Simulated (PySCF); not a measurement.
SMILES CC(C)(C)CCO (C6H14O), singlet (GFN2-xTB optimised geometry):

```
21

C     -0.227    -0.824    -1.265
C      0.265    -0.117     0.000
C      1.798    -0.117     0.000
C     -0.228     1.332     0.000
C     -0.200    -0.858     1.264
C     -1.709    -0.956     1.471
O     -1.924    -1.679     2.668
H     -1.310    -0.771    -1.349
H      0.069    -1.871    -1.258
H      0.202    -0.354    -2.147
H      2.181     0.390     0.882
H      2.179     0.394    -0.881
H      2.181    -1.135    -0.003
H     -1.309     1.379    -0.104
H      0.214     1.877    -0.832
H      0.054     1.832     0.924
H      0.192    -1.877     1.248
H      0.217    -0.365     2.144
H     -2.181    -1.478     0.628
H     -2.152     0.046     1.554
H     -2.870    -1.750     2.828
```

Method: PBE/def2-SVP (PySCF).

### Question
What are the frontier orbital energies and the dipole moment?

### Answer
HOMO-2 -7.53 eV, HOMO-1 -7.08 eV, HOMO -5.68 eV, LUMO 0.79 eV, LUMO+1 0.94 eV; dipole moment 1.39 D.

Meta-Löwdin charges at PBE/def2-SVP: C1 -0.31, C2 0.08, C3 -0.30, C4 -0.31, C5 -0.18, C6 0.02, O7 -0.50, H8 0.09, H9 0.10, H10 0.10, H11 0.10, H12 0.09, H13 0.10, H14 0.09, H15 0.10, H16 0.10, H17 0.09, H18 0.09, H19 0.07, H20 0.07, H21 0.31.
